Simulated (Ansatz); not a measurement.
Total energies of the cluster Na₄H₅⁻ (the lowest singlet isomer of a short search) from Ansatz at PBE0-D4/def2-TZVPD, gas phase (1 Eh = 27.2114 eV = 2625.5 kJ/mol). The reference geometry is relaxed at PBE-D4/def2-SVPD.

```xyz
9

Na    1.504    0.791    1.415
Na    1.573   -0.250   -1.532
Na   -1.479   -0.893   -1.376
Na   -1.545    0.134    1.572
H     0.181   -0.782    0.277
H    -3.056   -0.384    0.064
H     2.937    0.886   -0.242
H     0.009   -0.765   -2.985
H    -0.124    1.262    2.807
```

| state | geometry | energy (Eh) |
| --- | --- | --- |
| charge -1 singlet | reference | -651.76373 |
| charge 0 doublet | reference | -651.63840 |
| charge -1 triplet | relaxed at PBE-D4/def2-SVPD | -651.73450 |
| charge -1 quintet | relaxed at PBE-D4/def2-SVPD | -651.74418 |

(1) Work out the vertical ionisation energy to the doublet.

(2) Which of the charge -1 states is lowest, and how far above it are the others?

(1) E(charge 0 doublet) − E(charge -1 singlet) = -651.63840 − (-651.76373) = 0.12533 Eh = 3.41 eV. For comparison, −ε of the highest occupied level is 1.82 eV at this level, 1.59 eV less.

(2) The singlet. triplet: -651.73450 − (-651.76373) = 0.02923 Eh = 76.7 kJ/mol; quintet: -651.74418 − (-651.76373) = 0.01955 Eh = 51.3 kJ/mol. The quintet has fallen apart, so its energy is that of loose fragments and no spin gap. The triplet differs in its bonds from the reference. The quintet differs in its bonds from the reference.

The structure comes from a short search, and lower isomers may exist.
